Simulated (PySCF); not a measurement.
## NaSb⁻: one state, many levels of theory

State: ⁴Σ⁻ (quartet), unpaired electrons σ ↑, π ↑↑. Set-up: PySCF, scalar-relativistic core potentials, basis sets Na aug-cc-pVDZ, Sb aug-cc-pVDZ-PP with ECP28. De refers to Na + Sb⁻ in their high-spin ground configurations, without counterpoise correction. The functionals are run spin-unrestricted. A positive dipole points towards Sb; it is taken about the centre of mass and depends on that origin.

```
      Level  Re (Å)  ωe (cm⁻¹)  De (eV)  μ (D)  CPU s a point (SCF and correlation, without the integrals)
    UHF-MP2   3.174        149      n/a    n/a                                                        0.28
UHF-SCS-MP2   3.184        147      n/a    n/a                                                         n/a
        LDA   3.063        152     1.16   8.42                                                        0.22
        PBE   3.147        143     1.09   8.71                                                        0.45
     r²SCAN   3.145        145      n/a   8.76                                                        0.53
      TPSSh   3.160        144      n/a   9.02                                                        0.66
       PBE0   3.125        150      n/a   8.57                                                        0.89
     M06-2X   3.119        146      n/a   8.04                                                        0.72
      ωB97X   3.116        153     1.05   8.93                                                        0.81
```

Problem. What does a quarter of exact exchange do here, going from PBE to PBE0?

Solution. PBE0 less PBE: -2.2 pm in Re, +4.9 % in ωe. Exact exchange removes part of the self-interaction that spreads semilocal densities, and in most molecules shortens and stiffens the bond and lowers De; so it does here.

Problem. What does the step from GGA to meta-GGA do here, going from PBE to r²SCAN?

Solution. r²SCAN less PBE: -0.2 pm in Re, +1.4 % in ωe. 

Correlated steps freeze 5 core orbitals. Spin–orbit coupling is left out, which matters for elements this heavy, above all for dissociation energies. For an ion De counts to the pair picked by the measured ionisation energies or electron affinities, which need not be the lowest pair at this level. Counting both spins, an empty level lies below a filled one in some of these solutions, because spin and occupation are held. The highest Kohn–Sham level is positive in this anion. Much of that is self-interaction error, but it also means that the finite basis helps to hold the extra electron. The state is the lowest determinant that a PBE0 search found; another state may lie lower at other levels.

The whole job (state search and all levels along the bond) took about 1.5 min on 1 thread of Intel Xeon 6975P-C (shared host), peak memory 0.9 GiB.
